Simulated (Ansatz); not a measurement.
Z-matrix (Å, degrees):
```
Si
O 1 1.620
F 1 1.593 2 110.0
O 1 1.627 2 107.1 3 119.8
N 1 1.704 2 110.9 3 -116.9
H 2 0.958 1 117.9 3 -78.9
H 4 0.958 1 118.3 2 -177.7
Si 5 1.711 1 127.9 2 -83.7
H 5 1.010 1 115.4 2 99.1
F 8 1.602 5 111.3 1 -88.7
H 8 1.477 5 109.3 1 28.7
H 8 1.479 5 109.4 1 154.0
```

Charge 0, multiplicity 1.

**Question.** List the B3LYP/def2-TZVPP orbital energies in eV (the Gaussian-basis code of Ansatz). (Estimate.)

**Answer.** The calculation gave: Occupied: -1800.81, -1800.12, -671.48, -671.33, -521.01, -520.88, -389.44, -145.08, -144.50, -100.46, -100.42, -100.40, -99.87, -99.82, -99.80, -32.54, -32.30, -28.23, -27.64, -23.61, -16.30, -15.46, -14.78, -14.00, -13.65, -12.91, -12.39, -12.29, -12.18, -11.87, -10.72, -10.54, -10.40, -9.90, -9.53, -9.37, -8.35. Lowest empty: -0.13, 0.56, 0.83, 1.05, 1.67, 1.99, 2.47, 2.98.

B3LYP here is the variant with VWN-RPA as its local correlation; programs differ in this.
